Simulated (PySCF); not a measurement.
Some computed properties have been withheld. Give your best values.

Species: C₇H₁₁N.
InChI=1S/C7H11N/c8-6-2-5-7-3-1-4-7/h7H,1-5H2

Conformer (atom-mapped SMILES and torsion angles): `[N:1]#[C:2][CH2:3][CH2:4][CH:5]1[CH2:6][CH2:7][CH2:8]1`: C2–C3–C4–C5 65°, C3–C4–C5–C6 176°.

```csv
property,level,value
point group of the GFN2-xTB geometry,GFN2-xTB,C1
"rotational constants A, B, C of the GFN2-xTB geometry",GFN2-xTB,?
dipole moment,PBE0/pcSseg-1,3.95 D
HOMO energy,PBE0/pcSseg-1,?
LUMO energy,PBE0/pcSseg-1,?
13C chemical shifts (computed TMS as zero) by class,GIAO PBE0/pcSseg-1,"124.1 (1 C), 39.0 (1 C), 32.6 (1 C), 27.3 (2 C), 16.5 (1 C), 14.8 (1 C) ppm"
1H chemical shifts (computed TMS as zero) by class,GIAO PBE0/pcSseg-1,"2.79 (1 H), 2.27 (2 H), 2.17 (2 H), 2.09 (1 H), 1.88 (1 H), 1.57 (2 H), 1.55 (2 H) ppm"
"isotropic shieldings of nuclei other than C and H, by class",GIAO PBE0/pcSseg-1,-31 (1 N) ppm
```

Electronic properties: PySCF, gas phase, density fitting. NMR classes are plain means over equivalent atoms (diastereotopic ones count apart unless rotation or inversion swaps them), as if these changed places fast; in this geometry the members of some classes differ.

**Question.** What are the rotational constants A, B, C of the GFN2-xTB geometry?

**Answer.** 4.605, 1.064, 1.042 GHz.

**Question.** Give the LUMO energy.

**Answer.** 0.76 eV.

**Question.** Give the HOMO energy.

**Answer.** -8.65 eV.

A dipole of 3.95 D is allowed in C1, and pure rotational transitions are dipole-allowed. The dipole equals about 13.2 × 10⁻³⁰ C·m (1 D = 3.33564 × 10⁻³⁰ C·m). With B = h/(8π²I), that is 505.379 GHz u Å² over I, the principal moments of inertia are 109.7, 474.9 and 485.1 u Å² (most abundant isotopes); the inertial defect Ic − Ia − Ib is -99.5 u Å² (zero for a rigid planar frame, negative otherwise). The rotational constants make it an asymmetric top with κ = (2B − A − C)/(A − C) = -0.99, nearer the prolate limit (−1).

For the NMR shielding job (PBE0/pcSseg-1), hardware: Arm Neoverse N1, one thread (shared host). Cost: 66 s wall, 52 s CPU.

One conformer stands for the species.
